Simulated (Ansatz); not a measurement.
C3H4AlN, SMILES `C=C=C=[N][AlH2]`. Total charge 0; spin multiplicity 1.

```tsv
atom	x (Å)	y (Å)	z (Å)
C1	-1.978	1.606	-0.998
C2	-1.032	0.846	-0.508
C3	-0.108	0.092	-0.048
N4	0.765	-0.617	0.392
Al5	2.039	-1.657	1.026
H6	-2.345	1.488	-2.018
H7	-2.447	2.397	-0.412
H8	3.524	-1.170	0.825
H9	1.582	-2.986	1.741
```

Task: List the harmonic frequencies (cm⁻¹, unscaled) at PBE0-D4/def2-TZVP in Ansatz. (Estimate.)

Result: Ansatz gave: 55, 93, 105, 253, 339, 465, 519, 538, 581, 631, 757, 985, 1051, 1069, 1472, 1846, 1957, 1968, 2280, 3087, 3154.

Task: Is this a minimum?

Result: Yes, all 21 modes are real.

Task: Give the ideal-gas thermochemistry at 298.15 K and 1 bar (rigid rotor, harmonic oscillator; point group C2v, symmetry number 2).

Result: Zero-point energy 138.8 kJ/mol; H(298) − E = 160.1 kJ/mol; entropy 337.6 J/(mol·K), of which translation 163.7, rotation 99.3, vibration 74.6; G(298) − E = 59.4 kJ/mol. Modes under 100 cm⁻¹ are hindered rotations or soft bends, so the harmonic entropy is rough.

Task: And at 400, 500, 600, 800 and 1000 K?

Result: 
```json
{"T (K)": "400", "H − E (kJ/mol)": "171.5", "S (J/mol/K)": "370.4", "G − E (kJ/mol)": "23.3"}
{"T (K)": "500", "H − E (kJ/mol)": "184.1", "S (J/mol/K)": "398.4", "G − E (kJ/mol)": "-15.1"}
{"T (K)": "600", "H − E (kJ/mol)": "197.8", "S (J/mol/K)": "423.4", "G − E (kJ/mol)": "-56.2"}
{"T (K)": "800", "H − E (kJ/mol)": "227.8", "S (J/mol/K)": "466.5", "G − E (kJ/mol)": "-145.4"}
{"T (K)": "1000", "H − E (kJ/mol)": "260.6", "S (J/mol/K)": "503.0", "G − E (kJ/mol)": "-242.4"}
```

Task: Rotational constants (cm⁻¹)?

Result: 2.952, 0.04498, 0.04471.
